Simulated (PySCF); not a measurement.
## Ho⁺ (holmium, charge +1) across methods

[Xe] 4f12, one real determinant (an excited configuration). Calculation: PySCF 2.14, in x2c-TZVPPall; scalar relativity by spin-free X2C-1e.

```csv
method,E (hartree),mean ε 5p β (eV),mean ε 4f α (eV),mean ε 4f β (eV),Σ⟨r²⟩ (bohr²),⟨S²⟩
r2SCAN,-12615.63,-27.106,-1.953,-0.600,42.27,2.005
PBE,-12615.47,-26.391,-2.089,-0.799,42.27,2.002
UHF,-12610.76600,-31.758,-11.093,-8.613,41.57,2.006
```

Estimate the same row for LDA.

E (hartree) = -12606.74; mean ε 5p β (eV) = -26.731; mean ε 4f α (eV) = -2.491; mean ε 4f β (eV) = -1.113; Σ⟨r²⟩ (bohr²) = 42.46; ⟨S²⟩ = 2.003.

⟨L²⟩ = 24.04 against 30 for a pure H term, so this real determinant mixes terms. Spin-orbit coupling, absent here, splits the open shell strongly.

The highest occupied level is positive at r2SCAN: only the finite basis holds that electron, which in a density functional comes from self-interaction.
